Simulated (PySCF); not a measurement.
## Basis-set dependence of population analyses: `C#C[C@@H]1C[Si@H]1C#N`

Compound: C5H5NSi.
SMILES with atom numbers: `[CH:1]#[C:2][C@@H:3]1[CH2:4][Si@H:5]1[C:6]#[N:7]` (hydrogens: H8 on C1; H9 on C3; H10, H11 on C4; H12 on Si5)

Structure used (PBE0-D3(BJ)/def2-SVP), in Å, numbered top down from 1:
```
atom  x, y, z in Å
C1     2.313   -1.632    0.683
C2     1.222   -1.217    0.353
C3    -0.053   -0.697   -0.047
C4    -0.116    0.252   -1.268
Si5   -0.475    1.093    0.336
C6    -2.242    1.437    0.698
N7    -3.362    1.646    0.922
H8     3.274   -2.010    0.978
H9    -0.885   -1.409    0.032
H10   -0.945    0.076   -1.962
H11    0.838    0.447   -1.769
H12    0.470    1.984    1.034
```

PBE0 throughout (PySCF), one geometry, spherical d and f functions. Isolated species at its PBE0-D3(BJ)/def2-SVP geometry, gas phase. The first 7 of 12 kinds of atom are listed.

Mulliken charges (e):

| basis | functions | C1 | C2 | C3 | C4 | Si5 | C6 | N7 |
| --- | --- | --- | --- | --- | --- | --- | --- | --- |
| STO-3G | 44 | -0.149 | -0.050 | -0.225 | -0.296 | +0.684 | -0.127 | -0.187 |
| 6-31G | 77 | -0.449 | +0.199 | -0.541 | -0.578 | +0.810 | -0.111 | -0.268 |
| pcSseg-0 | 77 | -0.297 | -0.018 | -0.753 | -0.844 | +1.332 | -0.258 | -0.369 |
| 6-31G* | 112 | -0.501 | +0.328 | -0.470 | -0.524 | +0.466 | +0.025 | -0.257 |
| cc-pVDZ | 127 | -0.433 | +0.458 | -0.297 | -0.117 | +0.381 | -0.151 | -0.104 |
| def2-SVP | 127 | -0.422 | +0.365 | -0.314 | -0.176 | +0.438 | -0.220 | -0.044 |
| aug-cc-pVDZ | 210 | +1.064 | -0.658 | +0.696 | +0.732 | +0.228 | -0.113 | -0.322 |
| 6-311+G(2d,p) | 227 | -1.238 | +0.982 | -0.206 | -0.573 | +0.840 | -0.200 | -0.224 |
| def2-TZVP | 253 | -0.160 | -0.030 | -0.258 | -0.314 | +0.320 | -0.215 | -0.024 |
| cc-pVTZ | 284 | -0.224 | +0.001 | -0.184 | -0.264 | +0.344 | -0.178 | -0.063 |
| IGLO-III | 304 | -0.183 | -0.090 | -0.211 | -0.440 | +0.759 | -0.025 | -0.302 |
| pcSseg-2 | 329 | -0.230 | +0.199 | -0.321 | -0.290 | +0.554 | -0.148 | -0.131 |

IAO charges (e):

```tsv
basis	functions	C1	C2	C3	C4	Si5	C6	N7
STO-3G	44	-0.176	-0.048	-0.370	-0.480	+0.849	-0.181	-0.137
6-31G	77	-0.244	-0.029	-0.345	-0.498	+0.707	-0.138	-0.172
pcSseg-0	77	-0.233	-0.029	-0.369	-0.512	+0.747	-0.144	-0.170
6-31G*	112	-0.240	-0.033	-0.357	-0.505	+0.805	-0.159	-0.174
cc-pVDZ	127	-0.250	-0.031	-0.355	-0.507	+0.798	-0.161	-0.168
def2-SVP	127	-0.243	-0.030	-0.358	-0.503	+0.813	-0.163	-0.166
aug-cc-pVDZ	210	-0.262	-0.029	-0.358	-0.515	+0.802	-0.150	-0.184
6-311+G(2d,p)	227	-0.262	-0.028	-0.367	-0.525	+0.834	-0.157	-0.183
def2-TZVP	253	-0.262	-0.028	-0.369	-0.528	+0.843	-0.161	-0.180
cc-pVTZ	284	-0.261	-0.029	-0.366	-0.525	+0.829	-0.160	-0.178
IGLO-III	304	-0.264	-0.029	-0.370	-0.528	+0.843	-0.160	-0.182
pcSseg-2	329	-0.263	-0.028	-0.368	-0.527	+0.841	-0.160	-0.181
```

Hirshfeld charges (e):

```
        basis  functions      C1      C2      C3      C4     Si5      C6      N7
       STO-3G         44  -0.113  -0.074  -0.044  -0.092  +0.417  -0.063  -0.165
        6-31G         77  -0.128  -0.050  -0.073  -0.134  +0.344  -0.045  -0.174
     pcSseg-0         77  -0.123  -0.057  -0.074  -0.135  +0.377  -0.044  -0.172
       6-31G*        112  -0.129  -0.051  -0.076  -0.134  +0.342  -0.032  -0.179
      cc-pVDZ        127  -0.127  -0.050  -0.083  -0.140  +0.369  -0.040  -0.172
     def2-SVP        127  -0.126  -0.049  -0.085  -0.143  +0.376  -0.033  -0.177
  aug-cc-pVDZ        210  -0.123  -0.051  -0.100  -0.153  +0.391  -0.037  -0.188
6-311+G(2d,p)        227  -0.123  -0.056  -0.099  -0.148  +0.391  -0.035  -0.188
    def2-TZVP        253  -0.126  -0.052  -0.096  -0.149  +0.386  -0.034  -0.185
      cc-pVTZ        284  -0.127  -0.050  -0.093  -0.149  +0.383  -0.034  -0.183
     IGLO-III        304  -0.126  -0.053  -0.097  -0.151  +0.391  -0.032  -0.190
     pcSseg-2        329  -0.124  -0.050  -0.100  -0.155  +0.391  -0.033  -0.186
```

**Question.** Which scheme is steadiest as the basis changes?

**Answer.** Largest range over the bases for any column: Hirshfeld 0.08 e, IAO 0.14 e, Mulliken 2.30 e. Hirshfeld charges move least and Mulliken charges most, counted in e. Without the minimal STO-3G basis the ranges are Hirshfeld 0.05, IAO 0.14, Mulliken 2.30 e.

**Question.** How much do the charges still move between the two largest bases, IGLO-III and pcSseg-2?

**Answer.** At most, over all atoms: Mulliken 0.289 e, IAO 0.003 e, Hirshfeld 0.004 e.

**Question.** What do the same runs give for the total energy, the frontier levels and the dipole moment?

**Answer.** 
```json
{"basis": "STO-3G", "energy (Eh)": "-530.8382", "HOMO (eV)": "-5.04", "LUMO (eV)": "2.79", "μ (D)": "2.55"}
{"basis": "6-31G", "energy (Eh)": "-537.1220", "HOMO (eV)": "-7.00", "LUMO (eV)": "-0.88", "μ (D)": "3.20"}
{"basis": "pcSseg-0", "energy (Eh)": "-536.3512", "HOMO (eV)": "-7.34", "LUMO (eV)": "-1.19", "μ (D)": "3.20"}
{"basis": "6-31G*", "energy (Eh)": "-537.2184", "HOMO (eV)": "-6.86", "LUMO (eV)": "-1.03", "μ (D)": "3.04"}
{"basis": "cc-pVDZ", "energy (Eh)": "-537.2531", "HOMO (eV)": "-6.99", "LUMO (eV)": "-1.09", "μ (D)": "2.89"}
{"basis": "def2-SVP", "energy (Eh)": "-536.9684", "HOMO (eV)": "-7.07", "LUMO (eV)": "-1.18", "μ (D)": "2.88"}
{"basis": "aug-cc-pVDZ", "energy (Eh)": "-537.2677", "HOMO (eV)": "-7.14", "LUMO (eV)": "-1.35", "μ (D)": "3.07"}
{"basis": "6-311+G(2d,p)", "energy (Eh)": "-537.3204", "HOMO (eV)": "-7.15", "LUMO (eV)": "-1.44", "μ (D)": "3.05"}
{"basis": "def2-TZVP", "energy (Eh)": "-537.3434", "HOMO (eV)": "-7.12", "LUMO (eV)": "-1.40", "μ (D)": "2.98"}
{"basis": "cc-pVTZ", "energy (Eh)": "-537.3379", "HOMO (eV)": "-7.10", "LUMO (eV)": "-1.32", "μ (D)": "2.97"}
{"basis": "IGLO-III", "energy (Eh)": "-537.3472", "HOMO (eV)": "-7.14", "LUMO (eV)": "-1.41", "μ (D)": "3.01"}
{"basis": "pcSseg-2", "energy (Eh)": "-537.3493", "HOMO (eV)": "-7.14", "LUMO (eV)": "-1.43", "μ (D)": "3.00"}
```

The dipole is fixed by the density alone, so its range of 0.65 D shows that the density itself changes with the basis, not only its division among atoms.
